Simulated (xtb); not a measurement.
C2H7NOSi2, SMILES N[Si@]1(O)C=C[SiH2]1. All values are semi-empirical tight-binding results from xtb (GFN2-xTB unless named), good for trends rather than for accurate numbers. Coordinates come from a GFN2-xTB optimisation. The structure was generated by enumeration; whether it is a known compound was not checked. One conformer was computed; it need not be the lowest.

Optimised geometry:

```xyz
13

N      1.5221     1.5344    -0.4612
Si     0.6575     0.1303     0.0303
O      1.8164    -0.6287     0.9054
C     -0.2731    -0.9731    -1.2305
C     -1.5539    -0.8977    -0.8435
Si    -1.5658     0.2500     0.6779
H      1.1493     2.1100    -1.1961
H      2.5261     1.4765    -0.5189
H      1.6205    -1.4666     1.3120
H      0.0632    -1.5489    -2.0847
H     -2.3634    -1.4113    -1.3444
H     -2.3984     1.4424     0.4701
H     -2.1062    -0.4143     1.8769
```

- orbital gap: 3.21 eV
- dipole moment: 0.69 D
- zero-point energy: 54.3 kcal/mol
- G − E(el) at 298.15 K (modified RRHO): 33.7 kcal/mol
- static polarisability (D4 model): 89.7 bohr³
- solvation energy, GFN2-xTB/ALPB(water): -5.8 kcal/mol
- solvation energy, GFN2-xTB/ALPB(acetone): -8.3 kcal/mol

Give the atomic charges and the Wiberg bond orders between heavy atoms. (Estimate from the structure and the level; the computed values follow.)

charges (e) N1 -0.40, Si2 0.47, O3 -0.48, C4 -0.16, C5 -0.16, Si6 0.36, H7 0.14, H8 0.16, H9 0.29, H10 0.01, H11 0.00, H12 -0.11, H13 -0.11. Bond orders N1–Si2 1.12, Si2–O3 1.14, Si2–C4 0.86, C4–C5 1.96, Si2–Si6 0.77, C5–Si6 0.93.
